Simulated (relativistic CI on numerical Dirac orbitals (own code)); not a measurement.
d1 to d9 in one octahedral field

Computed with a parametric ligand-field model without spin-orbit coupling, by exact diagonalisation: B = 660, C = 2530, 10Dq = 8800 cm⁻¹ (Oh; |10Dq|/B = 13.3) for every shell. Energies in cm⁻¹; the field energy is (0.6 n_e − 0.4 n_t2) × 10Dq of the ground term; g labels are left out.

```
Shell  Ground term  Electrons in e  Field energy  First spin-allowed bands  Lowest term of other spin
   d1          2T2           0.000         -3520                   2E 8800                           
   d2          3T1           0.060         -6516       3T2 7817, 3A2 16617                   1T2 9418
   d3          4A2           0.000        -10560       4T2 8800, 4T1 13940                   2E 12120
   d4            ?               ?             ?                         ?                          ?
   d5          6A1           2.000             0                      none                  4T1 12298
   d6          5T2           2.000         -3520                   5E 8800                   1A1 3890
   d7          4T1           2.060         -6516       4T2 7817, 4A2 16617                    2E 3566
   d8          3A2           2.000        -10560       3T2 8800, 3T1 13940                   1E 10058
   d9           2E           3.000         -5280                  2T2 8800
```

Q: Fill in the row of d4.

A: Ground term: 5E; Electrons in e: 1.000; Field energy: -5280; First spin-allowed bands: 5T2 8800; Lowest term of other spin: 3T1 6333. Every shell keeps the spin of the free ion. Only d4 to d7 can choose; the field needed to pair spins is smallest for d6 and largest for d5, which loses most exchange energy. In the strong-field picture 10Dq must exceed about 6B + 5C = 16610 (d4), 7.5B + 5C = 17600 (d5), 2.5B + 4C = 11770 (d6) and 4B + 4C = 12760 (d7); mixing of terms shifts these bounds somewhat. High-spin d^(n+5) repeats the spin-allowed bands of d^n, since the half-filled shell is spherical.
